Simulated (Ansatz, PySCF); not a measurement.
GaH2, SMILES [GaH2+], charge +1.

Geometry optimised at B3LYP-D3(BJ)/def2-TZVPD. The spin state was assumed, not searched. The isomer is the one that the SMILES or the coordinates give; other isomers of the formula were not compared.

Vertical ionisation energy (IE) and electron affinity (EA) in eV. Rows of orbital energies are one-electron estimates. Where ΔSCF, EOM or ADC give a negative EA the extra electron is unbound and the value depends on the basis.

```
level                                                                    IE    EA
--------------------------------------------------------------------  -----  ----
−ε(HOMO), −ε(LUMO), B3LYP/def2-TZVPD (PySCF)                          16.45  8.68
−ε(HOMO), −ε(LUMO), HF/def2-TZVPD (PySCF)                             19.60  5.26
−ε(HOMO), −ε(LUMO), PBE/def2-TZVPD (PySCF)                            15.40  9.23
ADC(2)/aug-cc-pVDZ (PySCF)                                            19.47  5.91
ΔSCF, PBE0/def2-TZVPD (Ansatz), final states of multiplicity 2 and 2  19.53  6.23
ΔSCF, PBE/def2-TZVPD (Ansatz), final states of multiplicity 2 and 2   19.47  6.26
```

Question: What vertical singlet–triplet gap does ΔSCF give with PBE0/def2-TZVPD (Ansatz, a quantum-chemistry and plane-wave program) and with PBE/def2-TZVPD (Ansatz)? (The exact figures need the calculation; the answer reports its results.)

Answer: 6.13 and 5.97 eV (triplet above singlet where positive).

Question: Beyond the first one, list the lowest photoelectron lines from ADC(2)/aug-cc-pVDZ (PySCF) with their pole strengths (two spins summed). (Estimate from the structure and the level; the computed values follow.)

Answer: 22.49 eV (1.89), 35.71 eV (0.30).
